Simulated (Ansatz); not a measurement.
One change: `[OH][Zr]([OH])([Cl])[Br]` becomes `[OH][Zr]([OH])([OH])[Br]`.

Ansatz, PBE0-D4/def2-TZVP geometries, multiplicity 1. Each molecule was computed in one conformer, which needn't be the lowest.

Elements past krypton have def2 core potentials. Scalar relativity is left out up to krypton. Spin–orbit coupling is left out; it splits and shifts lone-pair levels of the heavy atoms by tenths of an eV.

```json
{"property": "HOMO–LUMO gap (PBE0/def2-TZVPP) / eV", "`[OH][Zr]([OH])([Cl])[Br]`": "7.05"}
{"property": "HOMO–LUMO gap (PBE/def2-TZVPP) / eV", "`[OH][Zr]([OH])([Cl])[Br]`": "4.97"}
{"property": "HOMO–LUMO gap (ωB97M-V/def2-TZVPP) / eV", "`[OH][Zr]([OH])([Cl])[Br]`": "11.08"}
{"property": "zero-point energy (PBE0-D4/def2-TZVP) / kJ/mol", "`[OH][Zr]([OH])([Cl])[Br]`": "70.4"}
{"property": "size of the dipole moment (PBE/def2-TZVPP) / D", "`[OH][Zr]([OH])([Cl])[Br]`": "3.94"}
{"property": "HOMO energy (PBE0/def2-TZVPP) / eV", "`[OH][Zr]([OH])([Cl])[Br]`": "-8.42"}
```

What does the change do to each property? (An estimate is asked.)

The calculation gave: 
```tsv
property	`[OH][Zr]([OH])([OH])[Br]`	shift
HOMO–LUMO gap (PBE0/def2-TZVPP) / eV	7.66	0.61
HOMO–LUMO gap (PBE/def2-TZVPP) / eV	5.49	0.52
HOMO–LUMO gap (ωB97M-V/def2-TZVPP) / eV	10.74	-0.34
zero-point energy (PBE0-D4/def2-TZVP) / kJ/mol	98.9	28.5
size of the dipole moment (PBE/def2-TZVPP) / D	3.90	-0.04
HOMO energy (PBE0/def2-TZVPP) / eV	-7.98	0.44
```

With PBE0 the HOMO rises by 0.44 eV and the LUMO rises by 1.06 eV, so the gap widens by about 0.62 eV. PBE moves the HOMO by 0.45 eV and ωB97M-V by 0.42 eV. The zero-point energy changes by 28.5 kJ/mol with +3 modes. Dipoles are sizes alone; their direction can turn.
